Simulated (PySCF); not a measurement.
BF2HSe, SMILES FB(F)[SeH]. Geometry: PBE0-D3(BJ)/def2-SVP. Other conformers were not sampled.

Calculation: PBE0-D3(BJ)/def2-SVP run with PySCF 2.14.0.

Harmonic wavenumbers (cm⁻¹): 257, 325, 339, 555, 632, 733, 1239, 1452, 2473. Rotational constants (GHz): 9.952, 2.687, 2.116; symmetry number 1.

Q: Work out the zero-point energy and the ideal-gas rigid-rotor harmonic-oscillator thermochemistry at 298.15 K and 1 atm.

A: ZPE = ½ Σ hcν = ½ × 8004 cm⁻¹ = 47.88 kJ/mol. H − E(el) = 62.23 kJ/mol. Entropy in J/(mol K): translation 169.34, rotation 109.39, vibration 22.74, total 301.46. G − E(el) = -27.65 kJ/mol. Cp = 67.18 J/(mol K).
